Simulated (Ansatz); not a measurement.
Sn4Ge⁻. Charge -1, multiplicity 2. Geometry r2SCAN-D4/def2-SVPD.

```xyz
5

Ge   -0.394    1.939   -0.889
Sn   -1.144   -0.636   -1.064
Sn    1.769    0.126   -0.551
Sn   -0.472    0.683    1.562
Sn    0.241   -2.113    0.941
```

In the def2 sets Sn takes a core potential; there is no spin–orbit coupling. Another isomer (doublet) lies 0.25 eV lower at PBE0-D4/def2-TZVPD; other spin states weren't run for this one.

Question: Estimate the α-spin orbital energies around the gap (eV) in Ansatz with PBE-D4/def2-TZVPD, r2SCAN-D4/def2-TZVPD, r2SCANh-D4/def2-TZVPD, PBE0-D4/def2-TZVPD, r2SCAN0-D4/def2-TZVPD.

Answer: 
| orbital | PBE-D4/def2-TZVPD | r2SCAN-D4/def2-TZVPD | r2SCANh-D4/def2-TZVPD | PBE0-D4/def2-TZVPD | r2SCAN0-D4/def2-TZVPD |
| --- | --- | --- | --- | --- | --- |
| HOMO−9 | -7.18 | -7.59 | -8.12 | -8.61 | -8.90 |
| HOMO−8 | -6.25 | -6.64 | -7.11 | -7.52 | -7.82 |
| HOMO−7 | -6.11 | -6.49 | -6.97 | -7.38 | -7.67 |
| HOMO−6 | -4.73 | -4.98 | -5.38 | -5.76 | -5.97 |
| HOMO−5 | -1.86 | -2.12 | -2.42 | -2.66 | -2.86 |
| HOMO−4 | -1.36 | -1.57 | -1.83 | -2.09 | -2.24 |
| HOMO−3 | -1.21 | -1.44 | -1.71 | -1.92 | -2.11 |
| HOMO−2 | -1.11 | -1.39 | -1.65 | -1.84 | -2.05 |
| HOMO−1 | -1.05 | -1.22 | -1.47 | -1.74 | -1.86 |
| HOMO | -0.79 | -0.98 | -1.25 | -1.54 | -1.67 |
| LUMO | 1.17 | 1.17 | 1.36 | 1.67 | 1.65 |
| LUMO+1 | 1.37 | 1.41 | 1.60 | 1.88 | 1.89 |
| LUMO+2 | 1.90 | 2.18 | 2.34 | 2.38 | 2.57 |
| LUMO+3 | 2.01 | 2.30 | 2.46 | 2.48 | 2.68 |
| LUMO+4 | 2.25 | 2.44 | 2.61 | 2.75 | 2.87 |
| LUMO+5 | 2.31 | 2.70 | 2.82 | 2.79 | 3.00 |
| β HOMO | -0.75 | -0.94 | -1.21 | -1.50 | -1.63 |
| β LUMO | -0.56 | -0.46 | -0.23 | 0.05 | 0.12 |
